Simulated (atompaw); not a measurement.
Reading a pseudo-wave (boron)

Columns: radius, all-electron u(r) and pseudo u(r) of the 2s shell (level -9.36 eV) of boron in the configuration [He] 2s2 2p1; PBEsol, scalar-relativistic, PAW (atompaw) scheme, atompaw 4.2.0.5.

| r (bohr) | all-electron | pseudo |
| --- | --- | --- |
| 0.090 | -0.2544 | 0.0755 |
| 0.181 | -0.3046 | 0.1510 |
| 0.271 | -0.2485 | 0.2238 |
| 0.362 | -0.1407 | 0.2948 |
| 0.452 | -0.0146 | 0.3617 |
| 0.542 | 0.1135 | 0.4244 |
| 0.633 | 0.2354 | 0.4830 |
| 0.723 | 0.3436 | 0.5357 |
| 0.813 | 0.4379 | 0.5827 |
| 0.904 | 0.5186 | 0.6240 |
| 0.994 | 0.5841 | 0.6587 |
| 1.085 | 0.6365 | 0.6872 |
| 1.175 | 0.6757 | 0.7091 |
| 1.265 | 0.7038 | 0.7249 |
| 1.356 | 0.7222 | 0.7348 |
| 1.446 | 0.7318 | 0.7389 |
| 1.537 | 0.7340 | 0.7377 |
| 1.627 | 0.7301 | 0.7319 |
| 1.717 | 0.7210 | 0.7218 |
| 1.808 | 0.7076 | 0.7079 |
| 1.898 | 0.6910 | 0.6911 |
| 1.988 | 0.6717 | 0.6717 |
| 2.079 | 0.6501 | 0.6501 |
| 2.169 | 0.6272 | 0.6272 |
| 2.260 | 0.6029 | 0.6029 |
| 2.350 | 0.5783 | 0.5783 |

How many radial nodes do the two functions have?

The all-electron 2s function has n − l − 1 = 1; the pseudo-wave has 0, since the states of the same l below it are removed with the core.

Where does each function peak?

Outermost all-electron maximum near 1.54 bohr, pseudo maximum near 1.45 bohr (to the table’s step).

Is the pseudo-wave norm-conserving?

No, it belongs to a PAW set: the norm inside the radius is not constrained, and the difference is carried by the augmentation charge.
